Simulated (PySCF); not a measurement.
C4H10B, charge +1, multiplicity 1. Atoms are numbered in the order given.

```xyz
15

C     -0.3118    -2.5569     0.0000
C      0.6377    -1.3370     0.0000
B      0.0000     0.0000     0.0000
C     -0.6377     1.3370     0.0000
C      0.3118     2.5569     0.0000
H     -0.9503    -2.5697     0.8932
H      0.2929    -3.4728     0.0000
H     -0.9503    -2.5697    -0.8932
H      1.3146    -1.3444    -0.8822
H      1.3146    -1.3444     0.8822
H     -1.3146     1.3444    -0.8822
H     -1.3146     1.3444     0.8822
H     -0.2929     3.4728     0.0000
H      0.9503     2.5697     0.8932
H      0.9503     2.5697    -0.8932
```
Charge +1, spin multiplicity 1.

Geometry: PBE0-D3(BJ)/def2-SVP. The spin state was assumed, not searched. The isomer is the one that the SMILES or the coordinates give; other isomers of the formula were not compared. Other conformers were not sampled.

Level of theory: B3LYP/pcSseg-1 run with PySCF.

GIAO shieldings, no solvent; atoms alike by connectivity are averaged. δ = σ(ref) − σ: ¹³C against TMS (σ = 181.3 ppm); ¹¹B against BF3 (σ = 86.3 ppm); ¹H against TMS (σ = 31.68 ppm), references at their B3LYP-D3(BJ)/def2-TZVP geometries, non-relativistic.

```tsv
atoms	nucleus	count	δ (ppm)
C2, C4	¹³C	2	19.0
C1, C5	¹³C	2	6.4
B3	¹¹B	1	(withheld)
H9, H10, H11, H12	¹H	4	2.84
H6, H7, H8, H13, H14, H15	¹H	6	(withheld)
```

**Question.** What belongs in the gaps? (An estimate is asked for; the answer gives what the named calculation found.)

**Answer.** 
- B3, δ (ppm): 95.3
- H6, H7, H8, H13, H14, H15, δ (ppm): 2.06
